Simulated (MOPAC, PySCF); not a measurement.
H$_{4}$GeO$_{4}$, SMILES `[OH][Ge]([OH])([OH])[OH]`, neutral singlet in the gas phase. 

Z-matrix (Å, degrees):
```
Ge
O 1 1.7558
H 2 0.9640 1 111.67
O 1 1.7559 2 106.17 3 30.44
H 4 0.9640 1 111.67 2 -154.78
O 1 1.7559 2 116.26 3 -87.39
H 6 0.9641 1 111.66 2 -87.44
O 1 1.7559 2 106.18 3 154.77
H 8 0.9640 1 111.68 2 -30.48
```
Charge 0, spin multiplicity 1.

All levels are single points at this geometry (PBE0-D3(BJ)/def2-SVP); Pople sets use spherical d functions. Orbital energies aren't observables, and empty levels follow the basis.

B3LYP/6-31G* in PySCF gives gap (eV) = 8.26.

**Question.** Estimate the gap (eV) from each of these levels: PBE-D3(BJ)/def2-TZVP in PySCF; PBE0-D3(BJ)/def2-TZVP in PySCF; B3LYP/LANL2DZ in PySCF; BP86/6-31G* in PySCF; M06-2X/6-31G* in PySCF; PBE/6-31G* in PySCF; SVWN5/6-31G* in PySCF; HF/3-21G in PySCF; HF/6-31G* in PySCF; HF/STO-3G in PySCF; AM1 in MOPAC; PM3 in MOPAC.

**Answer.** 
```json
[
 {"level": "PBE-D3(BJ)/def2-TZVP in PySCF", "gap (eV)": "6.14"},
 {"level": "PBE0-D3(BJ)/def2-TZVP in PySCF", "gap (eV)": "8.93"},
 {"level": "B3LYP/LANL2DZ in PySCF", "gap (eV)": "8.41"},
 {"level": "BP86/6-31G* in PySCF", "gap (eV)": "6.16"},
 {"level": "M06-2X/6-31G* in PySCF", "gap (eV)": "11.78"},
 {"level": "PBE/6-31G* in PySCF", "gap (eV)": "6.07"},
 {"level": "SVWN5/6-31G* in PySCF", "gap (eV)": "6.01"},
 {"level": "HF/3-21G in PySCF", "gap (eV)": "17.65"},
 {"level": "HF/6-31G* in PySCF", "gap (eV)": "17.32"},
 {"level": "HF/STO-3G in PySCF", "gap (eV)": "19.39"},
 {"level": "AM1 in MOPAC", "gap (eV)": "11.83"},
 {"level": "PM3 in MOPAC", "gap (eV)": "11.82"}
]
```
